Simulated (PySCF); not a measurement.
# One molecule, many functionals

CH5FOSi.
InChI=1S/CH5FOSi/c1-3-4-2/h4H2,1H3

Linear-response calculations in the def2-SVPD basis (PySCF; singlets by full response, triplets Tamm–Dancoff, core orbitals frozen in the response; HF means time-dependent Hartree–Fock). 'Strongest' is the level of largest summed f among the singlets computed (10 roots, of which the last may lack a degenerate partner); it can jump between rows when another state enters that window. S1 is the lowest singlet of each run and needn't be the same state throughout; f(S1) is that of one state. Isolated species at its PBE0-D3(BJ)/def2-SVP geometry (one conformer only).

| functional | kind | S1 (eV) | f(S1) | strongest (eV) | T1 (eV) | HOMO (eV) | gap (eV) | ionisation energy, ΔSCF (eV) |
| --- | --- | --- | --- | --- | --- | --- | --- | --- |
| LDA | LDA | 6.92 | 0.002 | 7.67 | 6.66 | -7.34 | 6.79 | 11.17 |
| PBE | GGA | 7.00 | 0.003 | 7.10 | 6.70 | -7.23 | 6.88 | 10.68 |
| B3LYP | global hybrid, 20% exact exchange | 7.67 | 0.002 | 8.96 | 7.41 | -8.55 | 8.73 | 11.10 |
| PBE0 | global hybrid, 25% exact exchange | 7.86 | 0.002 | 9.09 | 7.53 | -8.79 | 9.25 | 11.09 |
| CAM-B3LYP | range-separated hybrid | 8.05 | 0.002 | 9.36 | 7.72 | -10.25 | 11.43 | 11.30 |
| wB97X-D | range-separated hybrid | 8.20 | 0.004 | 9.52 | 7.93 | -10.72 | 12.87 | 11.24 |
| LC-wPBE | range-separated hybrid | 8.52 | 0.005 | 9.87 | 8.00 | -11.60 | 13.85 | 11.45 |
| HF | Hartree–Fock | 9.68 | 0.005 | 11.67 | 8.71 | -12.72 | 15.22 | not settled |

What does BHandHLYP (global hybrid, 50% exact exchange) give?

S1 (eV) 8.55, f(S1) 0.005, strongest (eV) 9.77, T1 (eV) 8.15, HOMO (eV) -10.31, gap (eV) 11.34, ionisation energy, ΔSCF (eV) 11.23. S1 runs from 6.92 eV (LDA) to 9.68 eV (HF), a spread of 2.76 eV, while the orbital gap spreads over 8.4 eV. Along PBE (0%), B3LYP (20%), PBE0 (25%), BHandHLYP (50%), HF (100%) S1 rises with the share of exact exchange. −ε(HOMO) comes closest to its own ΔSCF ionisation energy with LC-wPBE (+0.15 eV) and misses most with LDA (-3.84 eV). 'Not settled' means that the ion's SCF failed to converge or may have ended in another state than the lowest.

Without π bonds the low states are Rydberg-like; a valence basis with one diffuse set may place them up to an eV too high.
